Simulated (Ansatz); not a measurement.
PSbSbSb tetrahedron (Sb₃P), relaxed as a singlet with RKS r2SCAN-D4/def2-SVP in Ansatz, starting from the GFN2-xTB geometry. Force threshold 0.02 eV/Å.

In the def2 sets Sb takes a core potential; there is no spin–orbit coupling.

Start:

```xyz
4

P     1.0276   -0.1777   -0.9436
Sb   -1.3469    0.5121   -0.8644
Sb    0.5519    1.1623    1.0806
Sb   -0.2326   -1.4968    0.7274
```

Problem. Estimate the energy that the relaxation releases and the steps that it takes.

Solution. 3.1 kcal/mol, in 5 steps; 28 s on 2 threads of Arm Neoverse V1 on a shared host. No frequencies were taken in this run, so the end may be a saddle point.

Problem. Does the start keep its bonding and symmetry?

Solution. By distances, no bond broke or formed. The bond that changes most is P1–Sb3, from 2.47 to 2.57 Å (atoms count from 1). Point group C3v at the start, C3v at the end, both within 0.05 Å.

Problem. Predict the relaxed structure.

Solution. 
```xyz
4

P     1.089   -0.188   -1.000
Sb   -1.377    0.520   -0.857
Sb    0.540    1.176    1.107
Sb   -0.252   -1.508    0.750
```
Bond lengths: 3 × P–Sb 2.57 Å; 3 × Sb–Sb 2.82 Å.
